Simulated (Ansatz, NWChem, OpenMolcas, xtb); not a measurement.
# B3H3O3 (SMILES B1OBOBO1): the HOMO–LUMO gap, rung by rung

B3H3O3 has 9 atoms, charge 0, and is taken as a singlet. SMILES: `B1OBOBO1`. Geometry: relaxed at PBE0-D4/def2-TZVP. This is one conformer, not always the lowest.

Quantity: the HOMO–LUMO gap, in eV. The values are calculated.

```json
{"level": "GFN1-xTB", "kind": "semi-empirical", "program": "xtb", "value (eV)": "6.33", "CPU time": "under 2 s"}
{"level": "HF/6-31G* (spherical functions)", "kind": "Hartree–Fock", "program": "OpenMolcas", "value (eV)": "17.48", "CPU time": "7.1 s"}
{"level": "SVWN5/6-31G* (spherical functions)", "kind": "LDA", "program": "OpenMolcas", "value (eV)": "6.25", "CPU time": "20 s"}
{"level": "revPBE/6-31G* (spherical functions)", "kind": "GGA", "program": "OpenMolcas", "value (eV)": "6.52", "CPU time": "28 s"}
{"level": "M06-L/6-31G* (spherical functions)", "kind": "meta-GGA", "program": "OpenMolcas", "value (eV)": "7.25", "CPU time": "34 s"}
{"level": "r2SCAN0/6-31G* (spherical functions)", "kind": "hybrid meta-GGA", "program": "Ansatz", "value (eV)": "9.76", "CPU time": "15 s"}
{"level": "B3LYP/6-31G* (Cartesian functions)", "kind": "global hybrid", "program": "NWChem", "value (eV)": "8.73", "CPU time": "19 s"}
{"level": "CAM-B3LYP/6-31G* (spherical functions)", "kind": "range-separated hybrid", "program": "Ansatz", "value (eV)": "11.88", "CPU time": "9.5 s"}
{"level": "B2PLYP/6-31G* (spherical functions)", "kind": "double hybrid", "program": "Ansatz", "value (eV)": "12.36", "CPU time": "13 s"}
```

The values span 6.25 to 17.48 eV. Orbital gaps aren't excitation energies, and those of double hybrids come from the SCF part alone; they tend to grow with the share of exact exchange. Times are those of the runs behind each value, whatever else they computed, on shared processors of several kinds: orders of magnitude only.
